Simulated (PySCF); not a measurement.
Species: CH6AlClFN.
Cartesian coordinates in Å at the PBE0-D3(BJ)/def2-SVP level; atoms count from 1:
```
atom  x, y, z in Å
C1     1.6847    0.0514   -0.1116
Al2   -0.1226    0.7504   -0.2894
N3    -1.3771   -0.7551    0.2638
F4    -0.7555    0.9857   -1.8321
Cl5   -0.7910    2.1966    1.1380
H6     1.8872   -0.3437    0.8981
H7     1.9005   -0.7494   -0.8386
H8     2.4241    0.8502   -0.2883
H9    -2.3380   -0.4080    0.2310
H10   -1.2038   -1.0736    1.2185
H11   -1.3191   -1.5655   -0.3552
```

Method used: PBE0-D3(BJ)/def2-SVP geometry optimisation, gas phase in PySCF.

(1) Which atoms are bound to Al2, and at what distances?

(2) List the angles at Al2.

(3) Describe the arrangement about Al2 in numbers.

(4) What are the other bond lengths?

(5) What are the rotational constants (commonest isotopes, rigid rotor)?

## Answers

(1) 4 atoms: F4 1.684 Å, C1 1.946 Å, N3 2.036 Å, Cl5 2.139 Å. The nearest atom not counted as bound is H8, at 2.55 Å (others tie with it).

(2) 
```tsv
angle	degrees	distance of the outer atoms (Å)
C1–Al2–F4	118.9	3.13
C1–Al2–Cl5	118.2	3.51
F4–Al2–Cl5	113.5	3.21
C1–Al2–N3	106.4	3.19
N3–Al2–Cl5	97.2	3.13
N3–Al2–F4	96.9	2.79
```

(3) Angles from 96.9° to 118.9°; τ4 = (360° − α − β)/141° = 0.87 with α and β the two widest (0 for a square, 1 for a tetrahedron).

(4) C1–H6, C1–H7, C1–H8 1.103 Å; N3–H9, N3–H10, N3–H11 1.022 Å.

(5) A = 3014, B = 2060, C = 1928 MHz: an asymmetric top.

Point group: C1 (no symmetry element, even within 0.4 Å). Charge 0, singlet. Whether it is a minimum is left open (no frequencies).
